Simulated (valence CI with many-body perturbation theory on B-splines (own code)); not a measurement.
## Forbidden lines of Hg XXXII

Method: valence CI with perturbative core correlation (CI+MBPT): three valence electrons over a frozen Dirac-Fock core [Kr] 4d10, a basis of 7 s, 7 p, 7 d, 7 f, 4 g, 2 h functions for each j, with the one-electron correlation potential Σ1, the two-electron term Σ2, the three-electron term Σ3, Breit, model QED; selected CI, second order for the rest, scaled by the run's own slope (own B-spline code, finite nucleus).

No measured spectrum was set against this ion. As an estimate, large intervals hold to a few tenths of a per cent, small ones and those within an open d or f shell to about a per cent. Excitations out of the core, of the other parity, are not computed and may begin above about 189 eV (a cautious bound); beyond it only levels of the ground parity were kept, without lifetimes.

Lines 51 to 100 of 120 in falling wavelength, among levels below 1523800 cm⁻¹, chosen from the decays that carry over 1 % of a level's rate. Wavelengths and rates use the calculated energies. S is in atomic units (e²a₀⁴ for E2 and M2, e²a₀⁶ for E3), for M1 in squared Bohr magnetons. Weak lines are less certain than strong ones. Lines between different terms over intervals too small for the method are left out, as are lines whose strength nearly cancels.

Levels are named by their leading jj configuration (3d3/2^4 stands for four electrons in 3d with j = 3/2), which in mixed levels can hold well under half, so a name can repeat and another be missing. Letters in brackets count levels of one name in rising energy.

```csv
λ vac (nm),Upper,Lower,Type,A (s⁻¹),S (a.u.)
223.9,(4f5/2 4f7/2^2) J=11/2 [b],(4f5/2 4f7/2^2) J=13/2 [a],M1,2.04e+01,1.02e-01
223.8,(4f5/2 4f7/2^2) J=9/2 [c],(4f5/2^2 4f7/2) J=11/2 [b],M1,4.48e+01,1.86e-01
219.3,(4f5/2 4f7/2^2) J=7/2 [a],(4f5/2^2 4f7/2) J=5/2 [a],M1,1.85e+03,5.77e+00
213.9,(4f7/2^3) J=15/2,(4f5/2^2 4f7/2) J=15/2 [b],M1,1.14e+03,6.59e+00
209.9,(4f5/2^2 4f7/2) J=3/2 [b],(4f5/2^3) J=5/2,M1,5.17e+02,7.09e-01
205.7,(4f5/2 4f7/2^2) J=3/2 [b],(4f5/2^2 4f7/2) J=5/2 [b],M1,3.50e+02,4.53e-01
202.9,(4f5/2 4f7/2^2) J=5/2 [a],(4f5/2^2 4f7/2) J=7/2 [b],M1,1.87e+02,3.47e-01
195.5,(4f7/2^3) J=9/2,(4f5/2 4f7/2^2) J=7/2 [a],M1,1.59e+03,4.39e+00
193.6,(4f7/2^3) J=9/2,(4f5/2 4f7/2^2) J=9/2 [b],M1,5.90e+02,1.59e+00
190.5,(4f5/2^2 4f7/2) J=5/2 [b],(4f5/2^3) J=5/2,M1,5.18e+02,7.96e-01
190.1,(4f5/2 4f7/2^2) J=7/2 [b],(4f5/2 4f7/2^2) J=9/2 [a],M1,5.71e+01,1.16e-01
188.1,(4f5/2 4f7/2^2) J=3/2 [b],(4f5/2^2 4f7/2) J=1/2,M1,1.54e+03,1.52e+00
187.1,(4f5/2 4f7/2^2) J=3/2 [b],(4f5/2^2 4f7/2) J=3/2 [b],M1,1.37e+03,1.33e+00
183.5,(4f5/2 4f7/2^2) J=13/2 [b],(4f5/2^2 4f7/2) J=11/2 [b],M1,2.96e+02,9.50e-01
179.1,(4f5/2 4f7/2^2) J=13/2 [b],(4f5/2 4f7/2^2) J=13/2 [a],M1,2.79e+02,8.33e-01
175.6,(4f5/2 4f7/2^2) J=3/2 [a],(4f5/2^2 4f7/2) J=3/2 [a],M1,1.89e+03,1.52e+00
174.0,(4f5/2 4f7/2^2) J=3/2 [a],(4f5/2^2 4f7/2) J=5/2 [a],M1,2.99e+02,2.33e-01
172.1,(4f5/2 4f7/2^2) J=9/2 [c],(4f5/2^2 4f7/2) J=7/2 [b],M1,1.19e+03,2.26e+00
170.7,(4f5/2 4f7/2^2) J=9/2 [b],(4f5/2^2 4f7/2) J=9/2,M1,1.20e+03,2.20e+00
169.4,(4f5/2 4f7/2^2) J=7/2 [a],(4f5/2^3) J=5/2,M1,3.78e+01,5.45e-02
167.5,(4f5/2^2 4f7/2) J=15/2 [b],(4f5/2^2 4f7/2) J=13/2,M1,1.23e+03,3.42e+00
163.4,(4f5/2 4f7/2^2) J=5/2 [b],(4f5/2^2 4f7/2) J=5/2 [b],M1,1.89e+03,1.83e+00
155.9,(4f5/2 4f7/2^2) J=5/2 [a],(4f5/2^2 4f7/2) J=7/2 [a],M1,9.31e+02,7.85e-01
154.6,(4f5/2^2 4f7/2) J=9/2,(4f5/2^3) J=9/2,M1,1.71e+03,2.34e+00
153.7,(4f7/2^3) J=15/2,(4f5/2 4f7/2^2) J=13/2 [a],M1,2.53e+03,5.45e+00
153.3,(4f5/2 4f7/2^2) J=5/2 [a],(4f5/2^2 4f7/2) J=3/2 [a],M1,6.11e+02,4.90e-01
152.0,(4f5/2 4f7/2^2) J=5/2 [a],(4f5/2^2 4f7/2) J=5/2 [a],M1,2.59e+02,2.03e-01
151.4,(4f5/2 4f7/2^2) J=5/2 [b],(4f5/2^2 4f7/2) J=3/2 [b],M1,9.10e+02,7.02e-01
150.9,(4f7/2^3) J=9/2,(4f5/2 4f7/2^2) J=9/2 [a],M1,7.20e+02,9.18e-01
150.1,(4f5/2 4f7/2^2) J=7/2 [b],(4f5/2^2 4f7/2) J=7/2 [b],M1,1.12e+02,1.13e-01
149.9,(4f5/2 4f7/2^2) J=11/2 [a],(4f5/2^2 4f7/2) J=13/2,M1,2.58e+02,3.86e-01
149.6,(4f7/2^3) J=9/2,(4f5/2^2 4f7/2) J=11/2 [b],M1,4.54e+02,5.64e-01
148.4,(4f5/2 4f7/2^2) J=11/2 [a],(4f5/2^2 4f7/2) J=9/2,M1,7.10e+02,1.03e+00
145.4,(4f5/2 4f7/2^2) J=13/2 [a],(4f5/2^2 4f7/2) J=11/2 [a],M1,2.91e+03,4.65e+00
143.4,(4f5/2^2 4f7/2) J=3/2 [b],(4f5/2^3) J=3/2,M1,1.52e+02,6.62e-02
142.8,(4f5/2^2 4f7/2) J=1/2,(4f5/2^3) J=3/2,M1,1.17e+03,2.52e-01
142.6,(4f5/2^2 4f7/2) J=11/2 [b],(4f5/2^2 4f7/2) J=11/2 [a],M1,3.15e+02,4.06e-01
141.4,(4f5/2 4f7/2^2) J=9/2 [a],(4f5/2^2 4f7/2) J=11/2 [a],M1,2.00e+02,2.10e-01
134.1,(4f5/2^2 4f7/2) J=5/2 [b],(4f5/2^3) J=3/2,M1,7.57e+02,4.06e-01
130.8,(4f5/2 4f7/2^2) J=13/2 [b],(4f5/2^2 4f7/2) J=15/2 [a],M1,2.99e+02,3.47e-01
129.1,(4f5/2 4f7/2^2) J=1/2,(4f5/2^2 4f7/2) J=3/2 [a],M1,2.56e+02,4.09e-02
126.2,(4f5/2 4f7/2^2) J=5/2 [a],(4f5/2^3) J=5/2,M1,5.42e+01,2.43e-02
125.3,(4f5/2^2 4f7/2) J=7/2 [a],(4f5/2^3) J=9/2,M1,2.84e+02,1.66e-01
124.6,(4f7/2^3) J=9/2,(4f5/2^2 4f7/2) J=7/2 [b],M1,1.82e+02,1.30e-01
123.0,(4f5/2 4f7/2^2) J=17/2,(4f5/2^2 4f7/2) J=15/2 [a],M1,6.42e+02,7.98e-01
122.7,(4f5/2 4f7/2^2) J=7/2 [b],(4f5/2^2 4f7/2) J=7/2 [a],M1,2.22e+01,1.21e-02
120.3,(4f5/2 4f7/2^2) J=7/2 [b],(4f5/2^2 4f7/2) J=5/2 [a],M1,4.26e+01,2.20e-02
119.4,(4f5/2 4f7/2^2) J=5/2 [b],(4f5/2^2 4f7/2) J=7/2 [b],M1,1.33e+03,5.05e-01
117.2,(4f5/2 4f7/2^2) J=9/2 [b],(4f5/2^2 4f7/2) J=11/2 [a],M1,3.89e+02,2.32e-01
116.7,(4f7/2^3) J=15/2,(4f5/2^2 4f7/2) J=15/2 [a],M1,6.89e+01,6.50e-02
```
